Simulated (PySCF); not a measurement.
**Radial density of Te³⁺ (tellurium, charge +3)**

revPBE, [Kr] 4d10 5s2 5p1, 2P determinant. Calculation: PySCF 2.14, in aug-cc-pV5Z-PP with ECP28MDF; scalar relativity through the core potential. This is the valence pseudo-density: the core potential removes the inner electrons and smooths the orbitals near the nucleus.

```tsv
r (bohr)	4πr²ρ (e/bohr)	4πr²(ρα − ρβ)
0.00133	1.132e-05	0.0000
0.00224	3.116e-05	0.0000
0.00377	8.252e-05	0.0000
0.00634	0.0002050	0.0000
0.0107	0.0004742	0.0000
0.0179	0.0009570	0.0000
0.0302	0.001591	0.0000
0.0508	0.002120	0.0000
0.0854	0.003974	0.0000
0.144	0.02797	0.0001
0.242	0.3790	0.0017
0.406	5.802	0.0388
0.684	25.44	0.1124
1.15	12.32	0.0499
1.93	2.746	0.6205
3.25	0.3304	0.1725
5.47	0.002431	0.0020
```

Energies and moments cover only the electrons outside the core potential.
